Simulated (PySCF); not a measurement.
Dipole response of Tc⁺ (technetium, charge +1)

[Kr] 4d5 5s1, high-spin 7S determinant. All numbers are calculated (PySCF 2.14, the spin-free X2C one-electron Hamiltonian (Gaussian nucleus), in aug-cc-pwCVTZ-DK (11s10p8d4f3g, 136 functions)). Coupled (time-dependent) response in atomic units; α is the mean over directions.

```
method  mean α (bohr³)  C₆ (like pair)  S(−4)
   PBE           33.94           251.7  654.1
```

S(−4) is the Cauchy moment in α(ω) = α(0) + S(−4) ω² + …

α(iu) at PBE:

| u (hartree) | α(iu) (bohr³) |
| --- | --- |
| 0 | 33.94 |
| 0.0500 | 32.40 |
| 0.100 | 28.72 |
| 0.200 | 20.80 |
| 0.300 | 15.35 |
| 0.500 | 9.688 |
| 0.750 | 6.473 |
| 1.00 | 4.754 |
| 1.50 | 2.942 |
| 2.00 | 2.010 |
| 3.00 | 1.106 |
| 5.00 | 0.4828 |

For an ion, C₆ is the dispersion term alone; charge-induced terms of lower order in 1/R come first.
